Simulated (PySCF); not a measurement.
# Correlation energy of Sc⁺ (scandium, charge +1)

[Ar] 3d1 4p1, one real determinant (an excited configuration). Calculation: PySCF 2.14, in x2c-QZVPPall (11s7p5d3f2g, 96 functions); the spin-free X2C one-electron Hamiltonian (Gaussian nucleus). Frozen: [Ne]; 10 electrons correlated.

MP2 pair energies summed by pair of shells (mhartree):

```json
{"pair": "3p-3p", "energy": "-138.05", "share (%)": "58.9"}
{"pair": "3s-3p", "energy": "-35.61", "share (%)": "15.2"}
{"pair": "3p-3d", "energy": "-34.88", "share (%)": "14.9"}
{"pair": "3p-4p", "energy": "-9.57", "share (%)": "4.1"}
{"pair": "3s-3s", "energy": "-7.66", "share (%)": "3.3"}
{"pair": "3s-3d", "energy": "-5.90", "share (%)": "2.5"}
{"pair": "3d-4p", "energy": "-2.04", "share (%)": "0.9"}
{"pair": "3s-4p", "energy": "-0.58", "share (%)": "0.2"}
```

Total MP2 correlation energy: -234.28 mhartree.

Same-spin part -64.37 and opposite-spin part -169.91 mhartree; SCS-MP2 scales them by 1/3 and 6/5 to -225.35 mhartree.

The basis was made for the ground configuration and has no added diffuse functions, which can raise the energy of the promoted electron.

The reference is one real determinant that mixes LS terms of this configuration.

This basis was not built for core-valence correlation, so the inner-shell part is incomplete.
